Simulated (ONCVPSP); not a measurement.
phosphorus (P), ONCV: configuration errors across variants

P (Z = 15), optimised norm-conserving Vanderbilt (ONCV), made with ONCVPSP 4.0.1 (Wu-Cohen, scalar-relativistic). Core [Ne], reference 3s2 3p3. Waves: 3s: rc 1.55 bohr, ncon 5, nbas 8, qcut 4.3 1/bohr, 1 projector; 3p: rc 1.80 bohr, ncon 3, nbas 7, qcut 5.5 1/bohr, 1 projector; d scattering state at 0.19 Ha: rc 1.65 bohr, ncon 3, nbas 8, qcut 6.4 1/bohr, 2 projectors, debl 3.3 Ha. Local part: polynomial inside 1.05 bohr (lpopt 5, dvloc0 0 Ha). Core correction: none.

All-electron excitation energies from the reference (eV): (1) 3s2 3p2 9.706; (2) 3s2 3p1 28.846; (3) 3s2 3p0 58.604; (4) 3s1 3p3 18.815.

1 further variants failed, have other tests or another functional or relativity, and are left out.

Errors AE − PS in meV (a dash: test not solved or not reliable):

```tsv
change	(1)	(2)	(3)	(4)	bound ghosts	GHOST(+) flags above zero
base	+5.0	+41	+166	+12	none	s
local potential polynomial inside 1.05 bohr (lpopt 5, dvloc0 7 Ha)	+2.9	+23	+88	+8.5	none	none
local potential polynomial inside 0.95 bohr (lpopt 3, dvloc0 6 Ha)	+3.1	+24	+90	+9.1	none	none
```

Task: Give the same row for: core correction Teter function, fcfact 4.5, rcfact 1.75.

Result: +5.0, +22, +13, -3.2; bound ghosts: none; GHOST(+) flags above zero: s.
